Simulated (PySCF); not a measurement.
Job file and geometry (Å, from PBE0-D3(BJ)/def2-SVP) of an NMR shielding run on SMILES C/C(=C\F)[C@@H]1BCCC1, C₇H₁₂BF, GIAO PBE0/pcSseg-1 NMR shielding, non-relativistic, gas phase (PySCF); density fitting, a coarse starting grid and PySCF grid level 2 are the driver's defaults:

```
$ OMP_NUM_THREADS=1 python probes_run.py task.json out

{"job": {"kind": "nmr", "xc": "PBE0", "basis": "pcSseg-1"}, "charge": 0, "multiplicity": 1}
C     -2.132578     0.899409    -0.182187
C     -1.489198    -0.427721     0.079125
C     -2.216896    -1.538171     0.214265
F     -3.551882    -1.542963     0.134599
C      0.003274    -0.477418     0.206104
B      0.726456     0.381353     1.313149
C      2.102949     0.836899     0.727231
C      2.259610     0.034998    -0.572459
C      0.831065    -0.198681    -1.066917
H     -1.933501     1.594922     0.650984
H     -3.219475     0.805051    -0.300217
H     -1.727019     1.366714    -1.094170
H     -1.804695    -2.533063     0.407747
H      0.299546    -1.492260     0.567884
H      0.282467     0.635888     2.409103
H      1.898788     1.905158     0.484508
H      2.978084     0.854025     1.394083
H      2.732923    -0.936781    -0.346452
H      2.895782     0.525126    -1.326219
H      0.752899    -1.005588    -1.812600
H      0.453846     0.718043    -1.553687
```

Q: What does the program print?

A: 
```
coarse grid: 17216 points
cycle   1  E = -397.9888602388  dE =  1.025e+00  |g| = 5.615e-01  |ddm| = 4.019e+00
cycle   2  E = -397.9510140753  dE =  3.785e-02  |g| = 7.160e-01  |ddm| = 1.041e+00
cycle   3  E = -398.0590127309  dE = -1.080e-01  |g| = 9.643e-02  |ddm| = 6.386e-01
cycle   4  E = -398.0608151264  dE = -1.802e-03  |g| = 4.810e-02  |ddm| = 1.316e-01
cycle   5  E = -398.0613200632  dE = -5.049e-04  |g| = 1.254e-02  |ddm| = 4.749e-02
cycle   6  E = -398.0613512163  dE = -3.115e-05  |g| = 4.277e-03  |ddm| = 1.608e-02
cycle   7  E = -398.0613551227  dE = -3.906e-06  |g| = 6.463e-04  |ddm| = 4.235e-03
final grid: 165736 points
cycle   8  E = -398.1211016272  dE = -5.605e-05  |g| = 9.381e-03  |ddm| = 4.387e-02
cycle   9  E = -398.1210887190  dE =  1.291e-05  |g| = 1.210e-02  |ddm| = 2.009e-02
cycle  10  E = -398.1211240031  dE = -3.528e-05  |g| = 1.796e-03  |ddm| = 1.210e-02
cycle  11  E = -398.1211246630  dE = -6.599e-07  |g| = 3.629e-04  |ddm| = 1.929e-03
cycle  12  E = -398.1211246904  dE = -2.743e-08  |g| = 1.407e-04  |ddm| = 4.015e-04
cycle  13  E = -398.1211246948  dE = -4.440e-09  |g| = 2.635e-05  |ddm| = 1.487e-04
cycle  14  E = -398.1211246950  dE = -1.389e-10  |g| = 7.264e-06  |ddm| = 3.095e-05
converged SCF energy = -398.1211246950

GIAO shielding tensors (ppm)
atom      isotropic    diamagn.    paramagn.     s11        s22        s33       span
  0 C      170.368     245.242     -74.874    152.728    173.938    184.438     31.710
  1 C       57.958     257.741    -199.783    -45.448     65.865    153.457    198.905
  2 C       33.371     250.715    -217.344    -53.526     70.813     82.825    136.351
  3 F      305.610     470.016    -164.406    229.319    293.157    394.354    165.035
  4 C      130.185     251.311    -121.125    112.201    126.148    152.208     40.007
  5 B        7.830     191.120    -183.289    -63.498    -21.822    108.812    172.310
  6 C      148.157     256.751    -108.595    130.778    147.196    166.497     35.719
  7 C      155.825     248.527     -92.703    133.623    161.190    172.660     39.037
  8 C      150.139     248.264     -98.126    119.617    159.906    170.893     51.276
  9 H       30.196      28.799       1.397     25.776     28.388     36.425     10.649
 10 H       28.762      28.190       0.573     23.807     28.300     34.180     10.373
 11 H       29.784      29.507       0.277     24.542     29.879     34.931     10.389
 12 H       24.647      31.219      -6.573     21.582     23.904     28.454      6.872
 13 H       30.093      33.554      -3.461     24.446     30.706     35.127     10.680
 14 H       23.476      29.964      -6.488     18.179     25.256     26.992      8.813
 15 H       30.664      30.702      -0.038     25.924     28.846     37.221     11.297
 16 H       29.122      29.483      -0.361     24.663     27.469     35.234     10.571
 17 H       29.841      30.689      -0.849     25.154     28.025     36.342     11.189
 18 H       29.191      29.376      -0.185     24.427     27.035     36.112     11.685
 19 H       29.501      31.638      -2.137     24.888     28.360     35.254     10.366
 20 H       29.647      32.550      -2.903     24.484     30.285     34.171      9.687
```

Q: Turn these shieldings into chemical shifts. Referencing at the same level of theory: TMS for ¹³C (184.41 ppm) and ¹H (31.27 ppm); ¹⁹F (177.25 ppm) vs CFCl3; BF3·OEt2 for ¹¹B (100.73 ppm).

A: Averaging equivalent atoms: C 2: 151.0; C 1: 126.5; C 4: 54.2; C 6: 36.3; C 8: 34.3; C 7: 28.6; C 0: 14.0; F 3: -128.4; B 5: 92.9; H 14: 7.79; H 12: 6.62; H 16: 2.15; H 18: 2.08; H 19: 1.77; H 9/10/11: 1.69; H 20: 1.62; H 17: 1.43; H 13: 1.17; H 15: 0.60 ppm. Unscaled 19F shifts against computed CFCl3 carry errors that often reach 10 to 50 ppm.

Size and cost of the density-fitted run: 213 basis functions, 76 s wall time on 1 thread of an Arm Neoverse N1, shared host; peak memory 0.99 GiB.
